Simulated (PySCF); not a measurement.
This script is equivalent to a calculation on Ne (neon, neutral).

```python
from pyscf import gto, scf, dft, mp, cc
import basis_set_exchange as bse
mol = gto.M(atom="Ne 0 0 0", charge=0, spin=0, symmetry="D2h",
            basis=gto.basis.parse(bse.get_basis("def2-TZVP", elements=["Ne"], fmt="nwchem", header=False)))
mf = dft.UKS(mol, xc="M062X")
mf.irrep_nelec = {'Ag': (2, 2), 'B1u': (1, 1), 'B2u': (1, 1), 'B3u': (1, 1)}
mf.kernel()
```

**Question.** What total energy does it give?

**Answer.** -128.932 hartree (calculated).

**Question.** Which occupied shell lies highest, and where?

**Answer.** 2p, at -18.592 eV.
